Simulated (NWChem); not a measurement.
System: C2H6OSi2; SMILES C=C1[SiH2]O[SiH2]1

The following NWChem deck was run.

```
start job
memory heap 200 mb stack 900 mb global 1100 mb
geometry units angstroms noautosym nocenter noautoz
  C      0.000000     0.000000    -2.291975
  C      0.000000     0.000000    -0.955895
  Si     0.000000     1.281580     0.433761
  O      0.000000     0.000000     1.548573
  Si     0.000000    -1.281580     0.433761
  H      0.000000    -0.927002    -2.879825
  H      0.000000     0.927002    -2.879825
  H      1.216165     2.138976     0.555022
  H     -1.216165     2.138976     0.555022
  H      1.216165    -2.138976     0.555022
  H     -1.216165    -2.138976     0.555022
end
basis spherical
  * library pcsseg-1
end
dft
  xc xpbe96 cpbe96
  iterations 150
end
property
  shielding 6 1 2 3 4 6 8
end
task dft property
```

Output (shortened):

```
             Northwest Computational Chemistry Package (NWChem) 7.3.0
             --------------------------------------------------------

                             Geometry "geometry" -> ""
                             -------------------------

 Output coordinates in angstroms (scale by  1.889725989 to convert to a.u.)

  No.       Tag          Charge          X              Y              Z
 ---- ---------------- ---------- -------------- -------------- --------------
    1 C                    6.0000     0.00000000     0.00000000    -2.29197500
    2 C                    6.0000     0.00000000     0.00000000    -0.95589500
    3 Si                  14.0000     0.00000000     1.28158000     0.43376100
    4 O                    8.0000     0.00000000     0.00000000     1.54857300
    5 Si                  14.0000     0.00000000    -1.28158000     0.43376100
    6 H                    1.0000     0.00000000    -0.92700200    -2.87982500
    7 H                    1.0000     0.00000000     0.92700200    -2.87982500
    8 H                    1.0000     1.21616500     2.13897600     0.55502200
    9 H                    1.0000    -1.21616500     2.13897600     0.55502200
   10 H                    1.0000     1.21616500    -2.13897600     0.55502200
   11 H                    1.0000    -1.21616500    -2.13897600     0.55502200

 Effective nuclear repulsion energy (a.u.)     280.9460791752

  pbe96 is a nonlocal functional; adding pw91lda local functional.
                              NWChem Property Module
                              ----------------------

  itol2e modified to match energy
  convergence criterion.

                                 NWChem DFT Module
                                 -----------------

 Summary of "ao basis" -> "ao basis" (spherical)
 ------------------------------------------------------------------------------
       Tag                 Description            Shells   Functions and Types
 ---------------- ------------------------------  ------  ---------------------
 C                          pcsseg-1                 7       17   3s3p1d
 Si                         pcsseg-1                10       24   4s5p1d
 O                          pcsseg-1                 7       17   3s3p1d
 H                          pcsseg-1                 3        5   2s1p

  itol2e modified to match energy
  convergence criterion.

            General Information
            -------------------
          SCF calculation type: DFT
          Wavefunction type:  closed shell.
          No. of atoms     :    11
          No. of electrons :    54
           Alpha electrons :    27
            Beta electrons :    27
          Charge           :     0
          Spin multiplicity:     1
          Use of symmetry is: off; symmetry adaption is: off
          Maximum number of iterations: 150
          AO basis - number of functions:   129
                     number of shells:    59
          Convergence on energy requested:  1.00D-07
          Convergence on density requested:  1.00D-05
          Convergence on gradient requested:  5.00D-04

              XC Information
              --------------
          PerdewBurkeErnzerhof Exchange Functional  1.000
            Perdew 1991 LDA Correlation Functional  1.000 local
           PerdewBurkeErnz. Correlation Functional  1.000 non-local

             Grid Information
             ----------------
          Grid used for XC integration:  fine
          Radial quadrature: Mura-Knowles
          Angular quadrature: Lebedev.
          Tag              B.-S. Rad. Rad. Pts. Rad. Cut. Ang. Pts.
          ---              ---------- --------- --------- ---------
          C                   0.70       70          11.0       590
          Si                  1.10      123          12.0       770
          O                   0.60       70          12.0       590
          H                   0.35       60          13.0       590
          Grid pruning is: on
          Number of quadrature shells:   816
          Spatial weights used:  Erf1

      Superposition of Atomic Density Guess
      -------------------------------------

 Sum of atomic energies:        -730.67090031

      Non-variational initial energy
      ------------------------------

 Total energy =    -733.059575
 1-e energy   =   -1566.459772
 2-e energy   =     552.454117
 HOMO         =      -0.298035
 LUMO         =      -0.047812

   convergence    iter        energy       DeltaE   RMS-Dens  Diis-err
 ---------------- ----- ----------------- --------- --------- ---------
 d= 0,ls=0.0,diis     1   -733.4327981240 -1.01D+03  1.90D-02  1.30D+00
 d= 0,ls=0.0,diis     2   -733.0677578591  3.65D-01  1.66D-02  4.50D+00
 d= 0,ls=0.0,diis     3   -733.5069274557 -4.39D-01  4.07D-03  3.17D-01
 d= 0,ls=0.0,diis     4   -733.5329138640 -2.60D-02  1.67D-03  4.39D-02
 d= 0,ls=0.0,diis     5   -733.5379118554 -5.00D-03  5.85D-04  9.02D-03
  Resetting Diis
 d= 0,ls=0.0,diis     6   -733.5388648522 -9.53D-04  2.89D-04  3.05D-03
 d= 0,ls=0.0,diis     7   -733.5392365630 -3.72D-04  2.68D-04  1.77D-04
 d= 0,ls=0.0,diis     8   -733.5391421913  9.44D-05  1.74D-04  8.68D-04
 d= 0,ls=0.0,diis     9   -733.5392576925 -1.16D-04  2.80D-05  3.14D-05
 d= 0,ls=0.0,diis    10   -733.5392616890 -4.00D-06  7.37D-06  1.10D-06
 d= 0,ls=0.0,diis    11   -733.5392618442 -1.55D-07  1.85D-06  5.72D-08
 d= 0,ls=0.0,diis    12   -733.5392618505 -6.30D-09  3.65D-07  7.35D-09

         Total DFT energy =     -733.539261850524
      One electron energy =    -1571.305220623734
           Coulomb energy =      619.868110093576
    Exchange-Corr. energy =      -63.048230495607
 Nuclear repulsion energy =      280.946079175242

 Numeric. integr. density =       54.000000219100

                       DFT Final Molecular Orbital Analysis
                       ------------------------------------

 Vector   25  Occ=2.000000D+00  E=-2.678544D-01
              MO Center= -1.1D-09,  4.8D-09, -2.0D-01, r^2= 3.7D+00
   Bfn.  Coefficient  Atom+Function         Bfn.  Coefficient  Atom+Function
  ----- ------------  ---------------      ----- ------------  ---------------
    68      0.319294   4 O  px               65      0.306911   4 O  px
    27     -0.236339   2 C  px                7     -0.229668   1 C  px
    24     -0.225400   2 C  px               10     -0.173850   1 C  px
    62      0.164067   4 O  px                4     -0.110333   1 C  px
    21     -0.109863   2 C  px              111     -0.078428   8 H  s

 Vector   26  Occ=2.000000D+00  E=-2.543191D-01
              MO Center= -4.4D-09,  5.5D-09, -7.5D-02, r^2= 5.2D+00
   Bfn.  Coefficient  Atom+Function         Bfn.  Coefficient  Atom+Function
  ----- ------------  ---------------      ----- ------------  ---------------
    68      0.223937   4 O  px               65      0.216385   4 O  px
     7      0.207953   1 C  px               24      0.195463   2 C  px
   110     -0.191875   8 H  s               115      0.191875   9 H  s
   120     -0.191875  10 H  s               125      0.191875  11 H  s
   111     -0.179000   8 H  s               116      0.179000   9 H  s

 Vector   27  Occ=2.000000D+00  E=-2.464479D-01
              MO Center= -9.1D-10,  2.4D-09, -6.9D-01, r^2= 3.7D+00
   Bfn.  Coefficient  Atom+Function         Bfn.  Coefficient  Atom+Function
  ----- ------------  ---------------      ----- ------------  ---------------
    28      0.305649   2 C  py               25      0.299358   2 C  py
    50     -0.184990   3 Si pz               91      0.184990   5 Si pz
   100      0.180203   6 H  s               105     -0.180203   7 H  s
    49     -0.159306   3 Si py               90     -0.159306   5 Si py
    22      0.147070   2 C  py              110     -0.110804   8 H  s

 Vector   28  Occ=0.000000D+00  E=-7.875593D-02
              MO Center=  9.5D-10, -3.0D-09, -1.3D+00, r^2= 3.3D+00
   Bfn.  Coefficient  Atom+Function         Bfn.  Coefficient  Atom+Function
  ----- ------------  ---------------      ----- ------------  ---------------
    10      0.596096   1 C  px               27     -0.515469   2 C  px
     7      0.333517   1 C  px               24     -0.253250   2 C  px
   111      0.203795   8 H  s               116     -0.203795   9 H  s
   121      0.203795  10 H  s               126     -0.203795  11 H  s
     4      0.163859   1 C  px               51     -0.162274   3 Si px

 Vector   29  Occ=0.000000D+00  E=-4.904042D-02
              MO Center=  2.7D-09, -9.8D-09,  2.1D-01, r^2= 5.8D+00
   Bfn.  Coefficient  Atom+Function         Bfn.  Coefficient  Atom+Function
  ----- ------------  ---------------      ----- ------------  ---------------
    53      0.573988   3 Si pz               94      0.573988   5 Si pz
    20      0.567014   2 C  s                61     -0.470130   4 O  s
     3      0.361878   1 C  s                38     -0.338891   3 Si s
    79     -0.338891   5 Si s                50      0.280800   3 Si pz
    91      0.280800   5 Si pz               29      0.259434   2 C  pz

 Vector   30  Occ=0.000000D+00  E= 1.131948D-02
              MO Center=  2.1D-10,  1.8D-08, -2.0D-01, r^2= 7.4D+00
   Bfn.  Coefficient  Atom+Function         Bfn.  Coefficient  Atom+Function
  ----- ------------  ---------------      ----- ------------  ---------------
    53      0.860358   3 Si pz               94     -0.860358   5 Si pz
    28      0.637029   2 C  py               38     -0.502442   3 Si s
    79      0.502442   5 Si s               101      0.455863   6 H  s
   106     -0.455863   7 H  s                69     -0.256637   4 O  py
    11      0.235173   1 C  py               25      0.200939   2 C  py

     Multipole analysis of the density
     ---------------------------------

     L   x y z        total         alpha         beta         nuclear
     -   - - -        -----         -----         ----         -------
     0   0 0 0     -0.000000    -27.000000    -27.000000     54.000000

     1   1 0 0      0.000000      0.000000      0.000000      0.000000
     1   0 1 0     -0.000000     -0.000000     -0.000000      0.000000
     1   0 0 1     -0.783940     -1.815982     -1.815982      2.848025

[...]

          -----------------------------------------
          Chemical Shielding Tensors (GIAO, in ppm)
          -----------------------------------------

                                NWChem CPHF Module
                                ------------------

  scftype          =     RHF
  nclosed          =       27
  nopen            =        0
  variables        =     2754
  # of vectors     =        3
  tolerance        = 0.10D-03
  level shift      = 0.00D+00
  max iterations   =       50
  max subspace     =       30

 SCF residual:    7.0859315561167473E-006

Iterative solution of linear equations
  No. of variables     2754
  No. of equations        3
  Maximum subspace       30
        Iterations       50
       Convergence  1.0D-04

   iter   nsub   residual    time
   ----  ------  --------  ---------
     1      3    8.00D-06     124.8

      Atom:    1  C
        Diamagnetic
    241.7187     -0.0000      0.0000
     -0.0000    255.4798      0.0000
      0.0000      0.0000    269.9845

        Paramagnetic
    -83.2006      0.0000      0.0000
      0.0000   -331.6341     -0.0000
      0.0000     -0.0000   -256.8990

        Total Shielding Tensor
    158.5181      0.0000      0.0000
      0.0000    -76.1543     -0.0000
      0.0000     -0.0000     13.0855

           isotropic =      31.8165
          anisotropy =     190.0525

          Principal Components and Axis System
                 1           2           3
              158.5181    -76.1543     13.0855

      1         1.0000     -0.0000     -0.0000
      2         0.0000      1.0000     -0.0000
      3         0.0000      0.0000      1.0000

      Atom:    2  C
        Diamagnetic
    242.1013     -0.0000     -0.0000
     -0.0000    262.3258     -0.0000
     -0.0000     -0.0000    274.5532

        Paramagnetic
   -131.2159      0.0000     -0.0000
      0.0000   -310.5769      0.0000
     -0.0000      0.0000   -292.9406

        Total Shielding Tensor
    110.8854      0.0000     -0.0000
      0.0000    -48.2510      0.0000
     -0.0000      0.0000    -18.3874

           isotropic =      14.7490
          anisotropy =     144.2046

          Principal Components and Axis System
                 1           2           3
              110.8854    -48.2510    -18.3874

      1         1.0000     -0.0000      0.0000
      2         0.0000      1.0000      0.0000
      3        -0.0000     -0.0000      1.0000

      Atom:    3  Si
        Diamagnetic
    875.6396      0.0000      0.0000
      0.0000    885.2717     -0.9457
      0.0000     -0.9457    882.6270

        Paramagnetic
   -606.0607     -0.0000     -0.0000
     -0.0000   -560.1066    -59.9885
     -0.0000    -59.9885   -477.8556

        Total Shielding Tensor
    269.5789      0.0000     -0.0000
      0.0000    325.1651    -60.9342
     -0.0000    -60.9342    404.7714

           isotropic =     333.1718
          anisotropy =     156.8681

          Principal Components and Axis System
                 1           2           3
              437.7506    292.1860    269.5789

      1        -0.0000     -0.0000      1.0000
      2        -0.4760      0.8795      0.0000
      3         0.8795      0.4760      0.0000

      Atom:    4  O
        Diamagnetic
    372.0876     -0.0000     -0.0000
     -0.0000    411.5460      0.0000
     -0.0000      0.0000    395.5616

        Paramagnetic
    -80.3019     -0.0000      0.0000
     -0.0000   -209.6751     -0.0000
      0.0000     -0.0000    -63.7431

        Total Shielding Tensor
    291.7857     -0.0000      0.0000
     -0.0000    201.8709     -0.0000
      0.0000     -0.0000    331.8185

           isotropic =     275.1584
          anisotropy =      84.9902

          Principal Components and Axis System
                 1           2           3
              331.8185    291.7857    201.8709

      1         0.0000      1.0000      0.0000
      2        -0.0000     -0.0000      1.0000
      3         1.0000     -0.0000      0.0000

      Atom:    5  H
        Diamagnetic
     21.6802     -0.0000     -0.0000
     -0.0000     33.6553      8.0333
     -0.0000      8.0333     34.0758

        Paramagnetic
      3.0106      0.0000      0.0000
      0.0000    -12.0164     -8.2202
      0.0000     -8.2202     -6.6213

        Total Shielding Tensor
     24.6907      0.0000     -0.0000
      0.0000     21.6390     -0.1869
     -0.0000     -0.1869     27.4546

           isotropic =      24.5948
          anisotropy =       4.2987

          Principal Components and Axis System
                 1           2           3
               27.4606     24.6907     21.6330

      1        -0.0000      1.0000     -0.0000
      2        -0.0321      0.0000      0.9995
      3         0.9995      0.0000      0.0321

      Atom:    6  H
        Diamagnetic
     30.9729      8.0088      1.1247
      8.0088     30.4262      1.2278
      1.1247      1.2278     23.5422

        Paramagnetic
     -5.6186     -4.6865     -0.8791
     -4.6865     -3.6096     -1.6340
     -0.8791     -1.6340     -0.1025

        Total Shielding Tensor
     25.3543      3.3223      0.2456
      3.3223     26.8166     -0.4063
      0.2456     -0.4063     23.4396

           isotropic =      25.2035
          anisotropy =       6.4322

          Principal Components and Axis System
                 1           2           3
               29.4916     23.6425     22.4764

      1         0.6249      0.3444      0.7006
      2         0.7802     -0.2445     -0.5758
      3        -0.0270      0.9064     -0.4215
```

Level: PBE/pcSseg-1, GIAO. All runs use the structure optimised with PBE0/def2-SVP. The output numbers the shielded atoms by their place in the input's list. The printed shielding anisotropy is the first printed principal value minus the mean of the other two.
